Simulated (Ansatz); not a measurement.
Coupled-cluster diagnostics for W₂F₄, Ansatz.

Geometry of the singlet (r2SCAN-D4/def2-SVP):

```xyz
6

W     0.6342   -0.5368    0.7150
W    -0.6352    0.5370   -0.7152
F     0.6189    0.6204    2.2049
F    -0.6186   -0.6207   -2.2048
F     0.1955   -2.3369    0.3603
F    -0.1948    2.3369   -0.3602
```

In the def2 sets W takes a core potential; there is no spin–orbit coupling. Correlated methods freeze 4 core orbitals; core or outer-core shells of W are correlated, in sets that lack core-valence functions. The structure comes from a short search, and lower isomers may exist.

Geometry of the charge 0 triplet (r2SCAN-D4/def2-SVP):

| atom | x (Å) | y (Å) | z (Å) |
| --- | --- | --- | --- |
| W1 | 0.335 | 0.912 | -0.651 |
| W2 | -0.277 | -1.039 | 0.461 |
| F3 | -0.615 | 0.878 | -2.268 |
| F4 | -1.783 | -0.521 | 1.451 |
| F5 | 1.134 | 1.947 | 0.693 |
| F6 | 1.206 | -2.177 | 0.316 |

Geometry of the charge 0 quintet (r2SCAN-D4/def2-SVP):

```xyz
6

W    -0.4730    0.6857   -0.8511
W     0.4730   -0.6858    0.8511
F     0.3677    0.2111   -2.4737
F    -0.3677   -0.2110    2.4737
F    -1.7854    1.7635   -0.0260
F     1.7854   -1.7635    0.0260
```

Task: Estimate the CCSD(T) correlation energy, the shares of MP2 and (T), T1 and the reference's ⟨S²⟩ for: charge 0, singlet, own geometry in def2-SVP; charge 0, triplet, own geometry in def2-SVP; charge 0, quintet, own geometry in def2-SVP; charge 1, doublet, vertical in def2-SVP; and the rough time on 2 threads of AMD EPYC 7R13 on a shared host and a share (18 GiB) of an NVIDIA H100 80GB HBM3.

Result: 
```csv
state,basis,correlation (eV),MP2 share (%),(T) share (%),T1,⟨S²⟩ (pure),wall time,remarks
"charge 0, singlet, own geometry",def2-SVP,-40.454,102.9,4.2,0.053,0.00 (0.00),7.5 s,"flagged by the program, large T1, restricted SCF unstable"
"charge 0, triplet, own geometry",def2-SVP,-37.918,98.8,3.7,0.037,2.01 (2.00),9.5 s,–
"charge 0, quintet, own geometry",def2-SVP,-37.029,96.0,3.7,0.059,6.61 (6.00),8.5 s,"large T1, spin-contaminated"
"charge 1, doublet, vertical",def2-SVP,-37.733,96.5,4.0,0.054,2.19 (0.75),8.5 s,"large T1, spin-contaminated"
```
Customary marks for T1 are 0.02 (closed shells), 0.045 (open shells) and about 0.05 (3d metals). T1 exceeds 0.02 in 4 of 4 rows and 0.045 in 3; the higher it lies, the less the single-reference result can be trusted.
